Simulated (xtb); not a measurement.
Ge(F)3(NCO) (CF3GeNO), SMILES O=C=[N][Ge]([F])([F])[F]. All values are semi-empirical tight-binding results from xtb (GFN2-xTB unless named), good for trends rather than for accurate numbers. Coordinates come from a GFN2-xTB optimisation. The structure was generated by enumeration, and PubChem lists no compound with its InChIKey, so it may never have been made. The values are those of a single conformer.

For metal compounds this method's bond lengths and energies can be far off.

The orbital gap is 6.80 eV, the zero-point energy is 11.5 kcal/mol and the G − E(el) at 298.15 K (modified RRHO) is -10.6 kcal/mol.
